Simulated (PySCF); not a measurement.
**Electron correlation in As²⁺ (arsenic, charge +2)**

[Ar] 3d10 4s2 5s1, 2S determinant (an excited configuration). All numbers are calculated (PySCF 2.14, a scalar-relativistic core potential, in aug-cc-pVQZ-PP with ECP10MDF). Frozen: 3s2 3p6 3d10; 3 electrons correlated.

MP2 pair energies summed by pair of shells (mhartree):

```tsv
pair	energy	share (%)
4s-4s	-31.76	73.0
4s-5s	-11.74	27.0
```

Total MP2 correlation energy: -43.50 mhartree.

Same-spin part -4.28 and opposite-spin part -39.22 mhartree; SCS-MP2 scales them by 1/3 and 6/5 to -48.49 mhartree.
